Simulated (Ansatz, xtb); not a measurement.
C2H7BGeSi: which of two isomers lies lower

Structure I: `B[Si@@H]([GeH3])C#C`, a singlet. Structure II: `[BH2][GeH2][SiH2]C#C`, a singlet. Both are isolated molecules in the gas phase, relaxed with r2SCAN-D4/def2-SVP; the shapes shown needn't be the lowest conformers.

I (Å):

```xyz
12

C    -0.6731    0.8669    1.3509
C    -0.8189    0.3805    2.4624
B    -0.5098    0.3098   -1.8435
Ge   -2.5290    2.7971   -0.7676
Si   -0.4938    1.5878   -0.3239
H    -1.0156   -0.7808   -1.7412
H    -0.1320    0.6734   -2.9318
H     0.6125    2.5931   -0.3213
H    -2.4407    3.5545   -2.1026
H    -2.7621    3.8090    0.3655
H    -3.7273    1.8375   -0.8244
H    -0.9414   -0.0476    3.4416
```

II (Å):

```xyz
12

C    -1.5432    1.1384    0.3360
C    -2.4810    1.3170    1.0985
B    -1.2002   -2.5503   -0.8626
Ge   -0.7721   -1.0799   -2.2035
Si   -0.1777    0.8017   -0.8378
H    -0.3171   -3.2388   -0.4131
H    -2.3214   -2.6884   -0.4406
H    -1.9474   -0.6268   -3.0863
H     0.4460   -1.3529   -3.1052
H     1.0665    0.5011   -0.0681
H     0.0589    2.0088   -1.6850
H    -3.3028    1.4821    1.7728
```

Question: Which of the two would you expect CCSD(T)/def2-SVP + ΔMP2/def2-TZVPP electronic energies to favour?

Answer: Structure II; the calculation gives E(II) − E(I) = −2.4 kcal/mol.

Level by level:

| level | geometry | E(II) − E(I) (kcal/mol) | departure from the last row (kcal/mol) | job, with rough time for the two |
| --- | --- | --- | --- | --- |
| r2SCAN-D4/def2-SVP | r2SCAN-D4/def2-SVP | −1.1 | +1.3 | optimisation, 5.3 min |
| HF/def2-SVP | r2SCAN-D4/def2-SVP | −2.1 | +0.3 | part of the CCSD(T) run |
| MP2/def2-SVP | r2SCAN-D4/def2-SVP | −1.8 | +0.6 | part of the CCSD(T) run |
| CCSD(T)/def2-SVP | r2SCAN-D4/def2-SVP | −1.4 | +1.0 | single point |
| CCSD(T)/def2-SVP + ΔMP2/def2-TZVPP | r2SCAN-D4/def2-SVP | −2.4 |  | single point, 2.1 min |

As drawn, II has 1 B–Ge, 1 Si–H in place of 1 B–Si, 1 Ge–H.

None of the levels shown reverses the order. The largest departure from CCSD(T)/def2-SVP + ΔMP2/def2-TZVPP is that of r2SCAN-D4/def2-SVP, 1.3 kcal/mol. Levels run at GFN2-xTB geometries aren't shown. The last row adds to CCSD(T) the change of the MP2 difference between the two basis sets, here −1.0 kcal/mol.

With thermal terms from frequencies at re-optimised GFN2-xTB minima (ideal gas, soft modes damped towards free rotors, one conformer each, 298.15 K, 1 atm): on the last row, ΔE + ΔZPE = −1.9, ΔH = −2.1, ΔG = −1.5 kcal/mol.

The correlated steps freeze 17 core orbitals; the filled d shell of Ge is correlated, in a basis made for valence electrons. Mirror images aren't counted in ΔG. Run with Ansatz 0.2.0, xtb 6.7.1; the last row on 2 threads of Intel(R) Xeon(R) Processor @ 2.50GHz (Skylake/Cascade Lake) on a shared host.
